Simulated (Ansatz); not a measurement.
Which is lower?

Two relaxed structures of Al$_{2}$HClO, closed shell (PBE0-D4/def2-TZVP; forces vanish, vibrations not checked).

A:

Cl1  (0.132, 2.957, 1.112)
Al2  (-0.661, -1.597, 0.255)
O3  (0.053, -0.083, -0.049)
Al4  (0.689, 1.458, -0.241)
H5  (1.686, 1.815, -1.397)
(Å)

B:

Cl1  (1.476, 0.947, -1.296)
Al2  (-1.080, 0.570, 1.114)
O3  (-1.016, -1.110, 0.829)
Al4  (-0.865, -2.764, 0.463)
H5  (1.338, 2.184, -0.998)
(Å)

Computed with Ansatz 0.2.0 (basis: def2-TZVPP); correlated methods freeze the cores. B3LYP uses VWN-RPA correlation.

Q: Which structure is lower at CCSD(T), and by how much? (An estimate is asked for; the value comes from the calculation.)

A: Computed: A, by 51.14 kcal/mol (electronic energy, against the other). By their contacts, A is Al₂HClO ([Al][O][AlH][Cl]) and B is a complex of Al₂O + HCl.

All methods give the same order:

| method | E(B) − E(A) (kcal/mol) |
| --- | --- |
| PBE-D4 | 48.27 |
| r2SCAN-D4 | 56.54 |
| PBE0-D4 | 51.51 |
| B3LYP-D4 | 49.68 |
| wB97M-V | 50.75 |
| HF | 55.42 |
| MP2 | 54.58 |
| CCSD | 51.42 |
| CCSD(T) | 51.14 |

The T1 diagnostic stays at or below 0.015.

Labels in which every atom is bracketed show which atoms are joined, not bond orders.

For scale, one of the runs: CCSD(T)/def2-TZVPP, 171 basis functions, launched by `ansatz run in.yaml --threads 2 --pin off --events-out ev --progress --plain --max-ram 4352MiB`. Hardware: 2 CPU threads of an Arm Neoverse V1, shared host. Wall time 21 s; peak host memory 1.2 GiB.
